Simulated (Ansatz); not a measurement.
Re3. The state is a quartet with charge 0. Geometry PBE-D4/def2-TZVP; atoms count from 1.

```csv
atom,x (Å),y (Å),z (Å)
Re1,0.733,-1.052,0.242
Re2,-0.886,-0.075,-0.954
Re3,0.153,1.127,0.712
```

In the def2 sets Re takes a core potential; there is no spin–orbit coupling. The charge 0 quartet is spin-contaminated (final ⟨S²⟩ up to 4.94, 3.75 for a pure state). The structure comes from a short search, and lower isomers may exist.

Problem. Estimate the Mulliken populations from the PBE0/def2-TZVP orbitals of Ansatz.

Solution. 
```json
{"atom": "Re1", "charge (e)": "0.03", "spin (α − β)": "2.08", "d electrons": "5.55"}
{"atom": "Re2", "charge (e)": "-0.05", "spin (α − β)": "-1.62", "d electrons": "5.44"}
{"atom": "Re3", "charge (e)": "0.02", "spin (α − β)": "2.54", "d electrons": "5.57"}
```
Mulliken values and Mayer orders depend strongly on the basis.

Problem. Where does the spin sit?

Solution. Summed by element: Re 3.00, of 3 unpaired in all. Largest on single atoms: Re3 2.54, Re1 2.08, Re2 -1.62.

Problem. And the Mayer bond orders between bonded heavy atoms (over 0.3)?

Solution. Re1–Re2 2.48 (2.24 Å); Re1–Re3 2.22 (2.30 Å); Re2–Re3 2.14 (2.30 Å).
